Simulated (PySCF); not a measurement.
Molecule: `C1C(C)CCOC1`, C₆H₁₂O.

Bonds (- single, = double, # triple, : aromatic): C1-C2, C2-C3, C3-C4, C4-O5, O5-C6, C6-C7, C7-C2. C1 carries H8, H9, H10; C2 carries H11; C3 carries H12, H13; C4 carries H14, H15; C6 carries H16, H17; C7 carries H18, H19. H12, H15, H16, H19 are cis to C1 on the ring; H13, H14, H17, H18 are trans to C1 on the ring.

Frames of a GFN2-xTB Langevin trajectory at 600 K; GIAO PBE0/pcSseg-1 shieldings in PySCF, gas phase, non-relativistic; equivalent atoms averaged within each frame.

Shifts are taken against calculated references (same method and geometry level): $^{13}$C (σ = 186.93 ppm) and $^{1}$H (σ = 31.72 ppm) against TMS; $^{17}$O (σ = 336.08 ppm) vs H2O. The references are static minima.

Q: How do the shifts (ppm) fluctuate along the trajectory?

A: 
| time (fs) | C4/C6 | C3/C7 | C1 | C2 | O5 | H15/H16 | H14/H17 | H8/H9/H10 | H13/H18 | H11 |
| --- | --- | --- | --- | --- | --- | --- | --- | --- | --- | --- |
| optimised geometry | 71.9 | 38.7 | 25.3 | 34.3 | 51.3 | 4.16 | 3.43 | 0.99 | 1.29 | 1.25 |
| 250 | 65.6 | 39.8 | 27.5 | 26.7 | 46.2 | 3.54 | 2.86 | 2.12 | 1.36 | 1.22 |
| 425 | 84.7 | 45.0 | 28.8 | 36.8 | 96.0 | 5.42 | 4.47 | 1.53 | 1.25 | -0.22 |
| 625 | 74.4 | 40.4 | 17.9 | 28.0 | 45.5 | 5.23 | 4.11 | 0.43 | 1.50 | 1.21 |
| 800 | 67.0 | 37.6 | 27.8 | 31.2 | 34.7 | 4.68 | 3.62 | 0.99 | 1.63 | -0.04 |
| 1000 | 66.3 | 33.9 | 24.8 | 25.2 | 29.0 | 4.97 | 4.02 | 1.89 | 1.07 | 0.46 |
| mean of frames | 71.6 | 39.3 | 25.3 | 29.6 | 50.3 | 4.77 | 3.82 | 1.39 | 1.36 | 0.52 |
| standard deviation | 8.1 | 4.1 | 4.4 | 4.6 | 26.6 | 0.74 | 0.61 | 0.69 | 0.22 | 0.68 |

5 frames give an uncertainty of the mean of about the standard deviation over 2.2 at best, since frames this close in time may not be independent; classical motion lacks zero-point vibration, and the reference would need the same averaging.
